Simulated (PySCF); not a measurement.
C2H6Mg. Atoms are numbered in the order given.

```xyz
9

Mg     0.0000     0.0000     0.0000
C      0.0000     0.0000    -2.0932
H      0.8599     0.5413    -2.4993
H     -0.8987     0.4740    -2.4993
H      0.0389    -1.0153    -2.4993
C      0.0000     0.0000     2.0932
H      0.8599    -0.5413     2.4993
H     -0.8987    -0.4740     2.4993
H      0.0389     1.0153     2.4993
```
Charge 0, spin multiplicity 1.

Geometry: B3LYP-D3(BJ)/def2-TZVP. The isomer is the one that the SMILES or the coordinates give; other isomers of the formula were not compared.

The numbers are results of TDA-CAM-B3LYP/def2-SVPD run with PySCF, not measurements.

Vertical excitations; the highest root listed may be one member of a degenerate set.  State labels are in the subgroup C2.

Q: Give excitation energies, oscillator strengths and character. (Estimate from the structure and the level; the computed values follow.)

A: 
```json
[
 {"state": "S1", "symmetry": "B", "energy (eV)": "5.33", "λ (nm)": "233", "f": "0.000", "main pairs": "HOMO→LUMO+2 (degenerate set)"},
 {"state": "S2", "symmetry": "A", "energy (eV)": "5.33", "λ (nm)": "233", "f": "0.000", "main pairs": "HOMO→LUMO+1 (degenerate set)"},
 {"state": "S3", "symmetry": "B", "energy (eV)": "5.50", "λ (nm)": "225", "f": "0.364", "main pairs": "HOMO→LUMO 94 %"},
 {"state": "S4", "symmetry": "A", "energy (eV)": "6.22", "λ (nm)": "199", "f": "0.000", "main pairs": "HOMO→LUMO+3 57 %, HOMO−1→LUMO 39 %"},
 {"state": "S5", "symmetry": "A", "energy (eV)": "6.94", "λ (nm)": "179", "f": "0.000", "main pairs": "HOMO−1→LUMO 59 %, HOMO→LUMO+3 38 %"},
 {"state": "S6", "symmetry": "A", "energy (eV)": "6.95", "λ (nm)": "178", "f": "0.162", "main pairs": "HOMO−1→LUMO+2 (degenerate set)"},
 {"state": "S7", "symmetry": "B", "energy (eV)": "6.95", "λ (nm)": "178", "f": "0.162", "main pairs": "HOMO−1→LUMO+1 (degenerate set)"},
 {"state": "S8", "symmetry": "A", "energy (eV)": "7.42", "λ (nm)": "167", "f": "0.000", "main pairs": "HOMO→LUMO+5 (degenerate set)"},
 {"state": "S9", "symmetry": "B", "energy (eV)": "7.42", "λ (nm)": "167", "f": "0.000", "main pairs": "HOMO→LUMO+4 (degenerate set)"},
 {"state": "S10", "symmetry": "B", "energy (eV)": "7.83", "λ (nm)": "158", "f": "0.002", "main pairs": "HOMO−1→LUMO+3 79 %"},
 {"state": "T1", "symmetry": "B", "energy (eV)": "4.45", "λ (nm)": "278", "f": "0", "main pairs": "HOMO→LUMO 90 %"},
 {"state": "T2", "symmetry": "A", "energy (eV)": "5.15", "λ (nm)": "241", "f": "0", "main pairs": "HOMO→LUMO+1, HOMO→LUMO+5 (degenerate set)"},
 {"state": "T3", "symmetry": "B", "energy (eV)": "5.15", "λ (nm)": "241", "f": "0", "main pairs": "HOMO→LUMO+2, HOMO→LUMO+4 (degenerate set)"},
 {"state": "T4", "symmetry": "A", "energy (eV)": "5.65", "λ (nm)": "219", "f": "0", "main pairs": "HOMO−1→LUMO 73 %, HOMO→LUMO+3 18 %"}
]
```
Triplets are in the Tamm–Dancoff approximation.
